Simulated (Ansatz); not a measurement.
Program: Ansatz. Geometries: PBE0-D4/def2-TZVP. ΔE: electronic, gas phase. CCSD(T)/CBS adds triple-zeta CCSD(T) − MP2 to the extrapolated MP2 energy (def2 sets, frozen cores). Functionals use def2-TZVPP. B3LYP here is the variant with VWN-RPA as its local correlation; programs differ in this. No spin–orbit coupling; open shells (•) take unrestricted orbitals. Elements past krypton have def2 core potentials. For Sn outer-core shells are correlated without core-valence functions, which leaves a few kJ/mol of doubt a bond.

`C[C](C)(C)[Sn]([Cl])([Cl])[Cl]` → `C[C](C)C`• + `[Cl][Sn]([Cl])[Cl]`•  (homolysis of the C–Sn bond)

| level | ΔE (kJ/mol) | difference from CCSD(T)/CBS |
| --- | --- | --- |
| PBE-D4 | 241.4 | -53.2 |
| BLYP-D4 | 224.6 | -70.0 |
| B97M-V | 249.6 | -45.0 |
| CAM-B3LYP-D4 | 245.9 | -48.7 |
| revPBE | 193.7 | -100.9 |
| B3LYP | 203.2 | -91.4 |
| RPA@PBE/def2-TZVPP | 275.5 | -19.1 |
| CCSD/def2-SVP | 261.6 | -33.0 |
| MP2/def2-TZVPP | 313.1 | 18.5 |
| SCS-MP2/def2-QZVPP | 305.5 | 10.9 |
| CCSD(T)/CBS | 294.6 | 0 |

Largest T1 diagnostic among the species: 0.015.

In def2-TZVPP, CCSD(T) changes the Hartree–Fock value by +132.8 kJ/mol (the triples alone add +14.5 kJ/mol) and MP2 by +162.4 kJ/mol; breaking electron pairs costs correlation energy, which Hartree–Fock lacks. The D4 term adds +33.4 kJ/mol with B3LYP and +19.5 kJ/mol with PBE0; it sums over pairs of atoms, weighted by their polarisabilities, and B3LYP, whose exchange is more repulsive, gets the larger term. Leaving LDA and LC-ωPBE aside and taking each functional with its dispersion term where it has one, the values, not all of them listed here, spread over 47.1 kJ/mol, from BLYP-D4 to ωB97X-V. LDA lies +65.5 kJ/mol from PBE without D4, its usual overbinding.

CCSD(T)/CBS has its own doubt, a few kJ/mol and more with outer-core shells, so smaller differences from it don't rank the levels.
